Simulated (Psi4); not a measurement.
Psi4 input (wB97X-D/6-31G*):

```
memory 1500 MB

molecule {
1 1
C     2.02286800    0.39930600    0.07500000
O     0.80603200   -0.46357800    0.09808500
B    -0.61099900   -0.09037700   -0.02559700
C    -0.89570200    1.40031200   -0.28362900
C    -1.57737500   -1.27882700    0.12107900
H     1.75659900    1.28040100   -0.49425200
H     2.79777800   -0.17396500   -0.42288200
H     2.27553300    0.63607300    1.10341300
H     0.98975300   -1.39676300    0.29553000
H    -0.42470200    2.05595400    0.45546900
H    -1.96560700    1.60277600   -0.27811700
H    -0.51279300    1.71077200   -1.26341200
H    -1.12808600   -2.26514800    0.25640000
H    -2.23520800   -1.32218300   -0.75337700
H    -2.24528200   -1.09215500    0.96983900
symmetry c1
no_reorient
no_com
}

set {
  basis 6-31G*
  reference rks
  scf_type pk
  dft_radial_points 99
  dft_spherical_points 590
  e_convergence 1e-8
  d_convergence 1e-7
  maxiter 150
}

e = energy('wb97x-d')
print_out(f'\nFINAL {e:.10f} DIPOLE {variable("CURRENT DIPOLE")[0]:.6f} {variable("CURRENT DIPOLE")[1]:.6f} {variable("CURRENT DIPOLE")[2]:.6f}\n')
```

From the output:

```
      72A      1.722430    73A      1.754139    74A      1.788341
      75A      1.834878    76A      1.964163    77A      1.975936
      78A      2.008357    79A      2.026594    80A      2.119409
      81A      2.143273    82A      2.197406    83A      2.212222
      84A      2.243248    85A      2.273533    86A      2.294703
      87A      2.381349    88A      2.457888    89A      2.586979
      90A      2.713254    91A      3.485492    92A      3.788339
      93A      4.155213    94A      4.222439    95A      4.256724

    Final Occupation by Irrep:
              A
    DOCC [    20 ]
    NA   [    20 ]
    NB   [    20 ]

  @RKS Final Energy:  -220.11528033684755

   => Energetics <=

    Nuclear Repulsion Energy =            179.2615582257952553
    One-Electron Energy =                -643.0232723284111671
    Two-Electron Energy =                 265.7462450239432314
    DFT Exchange-Correlation Energy =     -22.0932338216099389
    Empirical Dispersion Energy =          -0.0065774365649580
    VV10 Nonlocal Energy =                  0.0000000000000000
    Total Energy =                       -220.1152803368475475

Computation Completed

Properties will be evaluated at   0.000000,   0.000000,   0.000000 [a0]

Properties computed using the SCF density matrix

 Multipole Moments:

 ------------------------------------------------------------------------------------
     Multipole            Electronic (a.u.)      Nuclear  (a.u.)        Total (a.u.)
 ------------------------------------------------------------------------------------

 L = 1.  Multiply by 2.5417464519 to convert [e a0] to [Debye]
 Dipole X            :          1.1737204           -0.0000151            1.1737053
 Dipole Y            :         -0.4042017           -0.0000019           -0.4042036
 Dipole Z            :          0.1577169            0.0000113            0.1577282
 Magnitude           :                                                    1.2513364

 ------------------------------------------------------------------------------------

FINAL -220.1152803368 DIPOLE 1.173705 -0.404204 0.157728

*** Psi4 exiting successfully. Buy a developer a beer!
```

The dipole moment of an ion depends on the origin.

The geometry given is a B3LYP-D3(BJ)/def2-TZVP minimum.
